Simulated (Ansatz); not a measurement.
cis-[IrF2(NH3)4]+ (IrN₄F₂H₁₂⁺). Charge 1, multiplicity 1. Geometry PBE0-D4/def2-SVP, basis def2-TZVP, Ansatz.

```json
{"run": "A", "HOMO (eV)": "-12.79", "LUMO (eV)": "-2.77"}
{"run": "B", "HOMO (eV)": "-8.82", "LUMO (eV)": "-4.62"}
{"run": "C", "HOMO (eV)": "-11.73", "LUMO (eV)": "-3.40"}
{"run": "D", "HOMO (eV)": "-10.20", "LUMO (eV)": "-4.12"}
{"run": "E", "HOMO (eV)": "-9.96", "LUMO (eV)": "-4.49"}
{"run": "F", "HOMO (eV)": "-8.54", "LUMO (eV)": "-4.93"}
```

In the def2 sets Ir takes a core potential; there is no spin–orbit coupling. B3LYP takes the VWN-RPA correlation.

Question: The runs used B3LYP, CAM-B3LYP, PBE, PBE0, r2SCAN, ωB97M-V. Estimate which is which.

Answer: A ωB97M-V (range-separated); B r2SCAN (0 % exact exchange); C CAM-B3LYP (range-separated); D PBE0 (25 % exact exchange); E B3LYP (20 % exact exchange); F PBE (0 % exact exchange). Exact exchange lowers occupied and raises empty levels; among semilocal functionals meta-GGAs tend to open the gap a little, and such runs are hard to tell apart. The gap grows from 3.61 eV (PBE) to 10.02 eV (ωB97M-V).
